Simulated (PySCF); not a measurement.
silane (H4Si), SMILES [SiH4].

The structure is a stationary point at TPSSh-D3(BJ)/def2-TZVPD.

The numbers are results of B3LYP/def2-TZVPD (PySCF), not measurements.

Symmetry labels are those of the subgroup D2 that the program uses (full group Td).

Computed valence orbital energies around the gap with their symmetry:
```json
[
 {"orbital": "HOMO−7", "symmetry": "A", "energy (eV)": "-143.45"},
 {"orbital": "HOMO−6", "symmetry": "B1", "energy (eV)": "-98.76"},
 {"orbital": "HOMO−5", "symmetry": "B2", "energy (eV)": "-98.76"},
 {"orbital": "HOMO−4", "symmetry": "B3", "energy (eV)": "-98.76"},
 {"orbital": "HOMO−3", "symmetry": "A", "energy (eV)": "-14.95"},
 {"orbital": "HOMO−2", "symmetry": "B1", "energy (eV)": "-9.67"},
 {"orbital": "HOMO−1", "symmetry": "B3", "energy (eV)": "-9.67"},
 {"orbital": "HOMO", "symmetry": "B2", "energy (eV)": "-9.67"},
 {"orbital": "LUMO", "symmetry": "A", "energy (eV)": "0.14"},
 {"orbital": "LUMO+1", "symmetry": "B1", "energy (eV)": "0.67"},
 {"orbital": "LUMO+2", "symmetry": "B2", "energy (eV)": "0.67"},
 {"orbital": "LUMO+3", "symmetry": "B3", "energy (eV)": "0.67"}
]
```
